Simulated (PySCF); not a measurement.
Identify the unknown among the candidates.

All candidates are C8H7N.

| technique | computed result |
| --- | --- |
| Dipole | 3.97 D [PBE0/pcSseg-1] |
| 1H NMR | chemical shifts (computed TMS as zero) by class: 7.75 (2 H), 7.68 (1 H), 7.62 (2 H), 3.44 (2 H) ppm [GIAO PBE0/pcSseg-1] |
| Rotational structure | rotational constants A, B, C: 3.851, 1.072, 0.976 GHz [GFN2-xTB] |
| 13C NMR | chemical shifts (computed TMS as zero) by class: 138.2 (1 C), 135.3 (2 C), 134.8 (2 C), 133.9 (1 C), 122.4 (1 C), 25.5 (1 C) ppm [GIAO PBE0/pcSseg-1] |
| NMR, other nuclei | isotropic shieldings of nuclei other than C and H, by class: -35 (1 N) ppm [GIAO PBE0/pcSseg-1] |

Gas-phase values; electronic properties from PySCF, density fitting. Levels stand in brackets. The structure is a single GFN2-xTB conformer in the gas phase; no vibrational or solvent corrections. NMR classes are plain means over equivalent atoms (diastereotopic ones count apart unless rotation or inversion swaps them), as if these changed places fast.

Task: Which candidate is it?
A. `C#Cc1ccccc1N`
B. `Cc1ccccc1C#N`
C. `N#CCc1ccccc1`
D. `C=CC#Cn1cccc1`
E. `N#CC1=C[C@@H]2C=C[C@H]1C2`

Result: C. It is `N#CCc1ccccc1`. Numbering: `[N:1]#[C:2][CH2:3][c:4]1[cH:5][cH:6][cH:7][cH:8][cH:9]1`. Its formula, C8H7N, gives 6 degrees of unsaturation: 1 ring and 5 π bonds in the structure found (Kekulé form). 8 carbons fall into 6 classes; from least to most shielded: substituted aromatic carbon [C4] (138.2 ppm), aromatic CH carbon [C6/C8] (135.3 ppm, 2 C), aromatic CH carbon [C5/C9] (134.8 ppm, 2 C), aromatic CH carbon [C7] (133.9 ppm), nitrile carbon [C2] (122.4 ppm), sp3 carbon next to a nitrile [C3] (25.5 ppm). Hydrogen classes from least to most shielded: 2 H on the meta carbons, C6/C8 (7.75 ppm), 1 H on the para carbon, C7 (7.68 ppm), 2 H on the ortho carbons, C5/C9 (7.62 ppm), 2 H on an sp3 carbon next to a nitrile, C3 (3.44 ppm). The other shieldings belong to: -35 ppm, nitrile nitrogen [N1]. The optimised geometry has point group Cs and is an asymmetric top.

The others, at the same levels:
- `N#CC1=C[C@@H]2C=C[C@H]1C2` fails: it has 8 carbon classes against 6; its computed 13C shifts are 171.6 (1 C), 155.1 (1 C), 151.9 (1 C), 138.2 (1 C), 121.1 (1 C), 81.5 (1 C), 58.5 (1 C), 55.4 (1 C) ppm, 1H shifts are 7.89 (1 H), 7.37 (1 H), 7.13 (1 H), 3.67 (1 H), 3.63 (1 H), 2.34 (1 H), 2.33 (1 H) ppm and smallest rotational constant is 1.274 GHz (against 0.976 GHz).
- `C=CC#Cn1cccc1` fails: its computed 13C shifts are 130.6 (1 C), 128.2 (2 C), 123.3 (1 C), 117.6 (2 C), 94.7 (1 C), 74.9 (1 C) ppm, 1H shifts are 6.91 (2 H), 6.47 (2 H), 6.24 (1 H), 5.93 (1 H), 5.71 (1 H) ppm and rotational constant A is 7.520 GHz (against 3.851 GHz).
- `Cc1ccccc1C#N` fails: it has 8 carbon classes against 6; its computed 13C shifts are 150.2 (1 C), 140.7 (1 C), 138.0 (1 C), 135.0 (1 C), 131.5 (1 C), 123.6 (1 C), 117.5 (1 C), 24.1 (1 C) ppm, 1H shifts are 7.96 (1 H), 7.73 (1 H), 7.60 (1 H), 7.55 (1 H), 2.72 (3 H) ppm and rotational constant A is 2.927 GHz (against 3.851 GHz).
- `C#Cc1ccccc1N` fails: it has 8 carbon classes against 6; its computed 13C shifts are 155.0 (1 C), 141.1 (1 C), 136.1 (1 C), 121.5 (1 C), 116.3 (1 C), 107.4 (1 C), 91.1 (1 C), 86.0 (1 C) ppm, 1H shifts are 7.71 (1 H), 7.41 (1 H), 6.84 (1 H), 6.76 (1 H), 4.18 (2 H), 3.05 (1 H) ppm and rotational constant A is 3.016 GHz (against 3.851 GHz).

Each candidate is one conformer, not necessarily the lowest. The conformers computed, where there is a choice (atom-mapped SMILES and torsion angles):
- `[N:1]#[C:2][CH2:3][c:4]1[cH:5][cH:6][cH:7][cH:8][cH:9]1`: C2–C3–C4–C5 -89°
- `[CH:1]#[C:2][c:3]1[cH:4][cH:5][cH:6][cH:7][c:8]1[NH2:9]`: H–N9–C8–C7 -165°, H–N9–C8–C7 -22°

The conformers of `N#CC1=C[C@@H]2C=C[C@H]1C2` aren't listed.
